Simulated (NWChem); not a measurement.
System: C4H7N; SMILES CC=C=CN

Here is an NWChem input.

```
start job
memory heap 200 mb stack 900 mb global 1100 mb
geometry units angstroms noautosym nocenter noautoz
  C      0.484040    -2.307615     0.201905
  C     -0.418784    -1.232745    -0.359878
  C     -0.402765     0.031393    -0.012379
  C     -0.365642     1.289506     0.365993
  N      0.495808     2.295200    -0.131028
  H      1.070335    -2.782873    -0.596267
  H      1.175591    -1.897508     0.943083
  H     -0.105561    -3.102349     0.678727
  H     -1.137279    -1.568998    -1.114051
  H     -0.990791     1.625863     1.193415
  H      0.929872     2.033854    -1.010907
  H      0.026528     3.190186    -0.234384
end
basis spherical
  * library 6-31g*
end
dft
  xc pbe0
  iterations 150
end
cosmo
  do_cosmo_vem 1
  solvent acetntrl
end
tddft
  nroots 3
  target 1
  notriplet
  algorithm 1
  civecs
  grad
    root 1
  end
end
task tddft gradient
```

Output (shortened):

```
             Northwest Computational Chemistry Package (NWChem) 7.3.0
             --------------------------------------------------------

                             Geometry "geometry" -> ""
                             -------------------------

 Output coordinates in angstroms (scale by  1.889725989 to convert to a.u.)

  No.       Tag          Charge          X              Y              Z
 ---- ---------------- ---------- -------------- -------------- --------------
    1 C                    6.0000     0.48404000    -2.30761500     0.20190500
    2 C                    6.0000    -0.41878400    -1.23274500    -0.35987800
    3 C                    6.0000    -0.40276500     0.03139300    -0.01237900
    4 C                    6.0000    -0.36564200     1.28950600     0.36599300
    5 N                    7.0000     0.49580800     2.29520000    -0.13102800
    6 H                    1.0000     1.07033500    -2.78287300    -0.59626700
    7 H                    1.0000     1.17559100    -1.89750800     0.94308300
    8 H                    1.0000    -0.10556100    -3.10234900     0.67872700
    9 H                    1.0000    -1.13727900    -1.56899800    -1.11405100
   10 H                    1.0000    -0.99079100     1.62586300     1.19341500
   11 H                    1.0000     0.92987200     2.03385400    -1.01090700
   12 H                    1.0000     0.02652800     3.19018600    -0.23438400

 Effective nuclear repulsion energy (a.u.)     152.7448502538

 tddft_input: filename not found; default name will be used

                                 NWChem DFT Module
                                 -----------------

 Summary of "ao basis" -> "ao basis" (spherical)
 ------------------------------------------------------------------------------
       Tag                 Description            Shells   Functions and Types
 ---------------- ------------------------------  ------  ---------------------
 C                           6-31g*                  6       14   3s2p1d
 N                           6-31g*                  6       14   3s2p1d
 H                           6-31g*                  2        2   2s

 in cosmo_initialize ...
 calling solv_data for solv:acetntrl

[...]

                          COSMO-VEM solvation results
                          ---------------------------
 Reference for the VEM model:
 Marenich, A. V.; Cramer, C. J.; Truhlar, D. G.; Guido, C. A.; Mennucci, B.;
 Scalmani, G.; Frisch, M. J. Chem. Sci. 2011, 2, 2143

 excitation spectrum data:  GS = initial state, ES = final state
 iteration #1
 (1)          GS equilibrium total free energy =      -211.0700085095
 (2)               GS polarization free energy =        -0.0123470304 (   -0.3360 eV)
 (3)                 GSRF ES total free energy =      -210.8928922732
 (4)          GSRF ES polarization free energy =        -0.0098391540 (   -0.2677 eV)
 (5)          GSRF excitation energy (3) - (1) =         0.1771162363 (    4.8196 eV)
 (6)                cGSRF ES total free energy =      -210.8949052678
 (7)         cGSRF ES polarization free energy =        -0.0118521486 (   -0.3225 eV)
 (8)        fast polarization component of (7) =        -0.0065334112 (   -0.1778 eV)
 (9)                 1/2 * delV * delQdyn term =        -0.0020129946 (   -0.0548 eV)
 (10)        cGSRF excitation energy (6) - (1) =         0.1751032417 (    4.7648 eV)

[next cycle's SCF and response left out]

                          COSMO-VEM solvation results
                          ---------------------------
 Reference for the VEM model:
 Marenich, A. V.; Cramer, C. J.; Truhlar, D. G.; Guido, C. A.; Mennucci, B.;
 Scalmani, G.; Frisch, M. J. Chem. Sci. 2011, 2, 2143

 excitation spectrum data:  GS = initial state, ES = final state
 iteration #2
 (1)          GS equilibrium total free energy =      -211.0700085095
 (2)               GS polarization free energy =        -0.0123470304 (   -0.3360 eV)
 (3)                 GSRF ES total free energy =      -210.8928922732
 (4)          GSRF ES polarization free energy =        -0.0098225043 (   -0.2673 eV)
 (5)          GSRF excitation energy (3) - (1) =         0.1771162363 (    4.8196 eV)
 (6)                  VEM ES total free energy =      -210.8978432552
 (7)           VEM ES polarization free energy =        -0.0118347775 (   -0.3220 eV)
 (8)        fast polarization component of (7) =        -0.0065250404 (   -0.1776 eV)
 (9)                 1/2 * delV * delQdyn term =        -0.0020122732 (   -0.0548 eV)
 (10) VEM vertical excitation energy (6) - (1) =         0.1721652543 (    4.6849 eV)

[next cycle's SCF and response left out]

                          COSMO-VEM solvation results
                          ---------------------------
 Reference for the VEM model:
 Marenich, A. V.; Cramer, C. J.; Truhlar, D. G.; Guido, C. A.; Mennucci, B.;
 Scalmani, G.; Frisch, M. J. Chem. Sci. 2011, 2, 2143

 excitation spectrum data:  GS = initial state, ES = final state
 iteration #3
 (1)          GS equilibrium total free energy =      -211.0700085095
 (2)               GS polarization free energy =        -0.0123470304 (   -0.3360 eV)
 (3)                 GSRF ES total free energy =      -210.8928922732
 (4)          GSRF ES polarization free energy =        -0.0098225800 (   -0.2673 eV)
 (5)          GSRF excitation energy (3) - (1) =         0.1771162363 (    4.8196 eV)
 (6)                  VEM ES total free energy =      -210.8978367422
 (7)           VEM ES polarization free energy =        -0.0118348766 (   -0.3220 eV)
 (8)        fast polarization component of (7) =        -0.0065250986 (   -0.1776 eV)
 (9)                 1/2 * delV * delQdyn term =        -0.0020122965 (   -0.0548 eV)
 (10) VEM vertical excitation energy (6) - (1) =         0.1721717673 (    4.6850 eV)

[...]
```

Level: PBE0/6-31G* (spherical d), TDDFT with the vertical excitation model on SMD. Coordinates come from a B3LYP/6-31G* (spherical d) optimisation. Solvent: acetonitrile.
